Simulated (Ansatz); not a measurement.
```yaml
crystal:
  periodic: [false, false, false]
  atoms:
    - {symbol: O, position_ang: [-1.213523, 1.224185, 0.792678]}
    - {symbol: Ge, position_ang: [-0.277147, -0.089410, 0.700222]}
    - {symbol: F, position_ang: [0.722787, -0.038691, 1.944651]}
    - {symbol: Cl, position_ang: [-1.381232, -1.689797, 1.058404]}
    - {symbol: Ge, position_ang: [0.829519, -0.159235, -1.228055]}
    - {symbol: H, position_ang: [-1.724480, 1.242251, 1.514940]}
    - {symbol: H, position_ang: [-0.121447, -0.249480, -2.262570]}
    - {symbol: H, position_ang: [1.593810, 1.018330, -1.338620]}
    - {symbol: H, position_ang: [1.653133, -1.300656, -1.197474]}
basis:
  gaussian: {orbitals: aug-cc-pVTZ}
hamiltonian: {xc: {name: TPSS}}
accuracy: high
output: {forces: true}
```

```sh
$ ansatz run in.yaml --threads 2 --pin off --events-out ev --progress --plain --max-ram 32768MiB --backend cuda --devices 0, --max-vram 18GiB
```

Question: How does Ansatz answer? (Best estimate.)

Answer: Ansatz gave: The input was rejected before any iteration.
```
Error: YAML parse error: error: line 15 column 19: hamiltonian.xc: no functional is named "TPSS"; the names, which are not case-sensitive, are SVWN5, SPW92, PBE, PBE0, PBEsol, revPBE, revPBE0, RPBE, rPW86-PBE, HSE06, wPBEh, LC-wPBE, HISS, HF, BLYP, B3LYP, B3LYP5, BHLYP, CAM-B3LYP, r2SCAN, r2SCANh, r2SCAN0, r2SCAN50, m-r2SCAN, B97, wB97, wB97X, wB97X-V, B97M-V, wB97M-V, B2PLYP, B2GP-PLYP, PBE0-DH, PBE-QIDH
13 | basis:
14 |   gaussian: {orbitals: aug-cc-pVTZ}
15 | hamiltonian: {xc: {name: TPSS}}
16 | accuracy: high
17 | output: {forces: true}
```

HSE06 is defined as in plane-wave codes.
